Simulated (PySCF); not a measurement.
C4H5, SMILES C=[C]C=C (connectivity only; charge and spin as stated), charge +1, multiplicity 1.

The structure is a stationary point at PBE0-D3(BJ)/def2-SVP. The spin state was assumed, not searched. The isomer is the one that the SMILES or the coordinates give; other isomers of the formula were not compared. Other conformers were not sampled.

Calculation: PySCF with CAM-B3LYP/def2-TZVPD.

Gas-phase values at a fixed geometry.

### Question
Estimate the frontier levels, gap, dipole moment and polarisability. (An estimate is asked for; the answer gives what the named calculation found.)

### Answer

```
Quantity                                                           Value
------------------------------------------------  ----------------------
highest occupied level                                         -15.91 eV
lowest empty level                                              -8.31 eV
orbital gap                                                      7.59 eV
dipole moment about the centre of nuclear charge                  0.64 D
mean static polarisability                          47.1 bohr³ (6.98 Å³)
polarisability, principal values                  28.7, 35.6, 77.1 bohr³
```
